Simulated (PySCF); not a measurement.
A GIAO shielding run with PySCF (density fitting, non-relativistic, gas phase) on `CCO[Si@@H](C)/C=C/[SiH3]`, C₅H₁₄OSi₂:

```
$ OMP_NUM_THREADS=1 python probes_run.py task.json out

{"job": {"kind": "nmr", "xc": "PBE0", "basis": "pcSseg-1"}, "charge": 0, "multiplicity": 1}
C     -3.551007     1.354276     0.186549
C     -2.751349     0.072280     0.184391
O     -1.379395     0.371729     0.238154
Si    -0.177085    -0.755283     0.511260
C     -0.032833    -1.971907    -0.902624
C      1.394182     0.229065     0.735904
C      2.540838    -0.011240     0.074943
Si     4.117193     0.972634     0.312571
H     -3.271053     1.980781    -0.673409
H     -3.353746     1.928543     1.103956
H     -4.629585     1.142945     0.129724
H     -3.045734    -0.558428     1.047284
H     -2.982845    -0.512281    -0.727763
H     -0.510616    -1.495594     1.774634
H     -0.984603    -2.506850    -1.047564
H      0.742924    -2.727967    -0.703522
H      0.215169    -1.456415    -1.843443
H      1.371053     1.054656     1.462870
H      2.562588    -0.833800    -0.655755
H      5.231204     0.083642     0.769528
H      4.546632     1.603151    -0.974842
H      3.881998     2.037515     1.333896
```

Hardware: 1 thread of an Arm Neoverse N1, shared host. The job also computes population analyses, field gradients.

(1) How large is the calculation?

(2) How long does it take, and how much memory does it need?

(3) And these other runs on the same molecule and hardware: GIAO shielding at KT2/pcSseg-1?

Results:

(1) 80 electrons, 220 basis functions and 1186 auxiliary functions.

(2) 81 s of wall time, with 14 SCF cycles and 5 response iterations; peak memory 1 GiB. Times on a shared host scatter by some tens of per cent.

(3) KT2/pcSseg-1: 220 functions, 96 s.
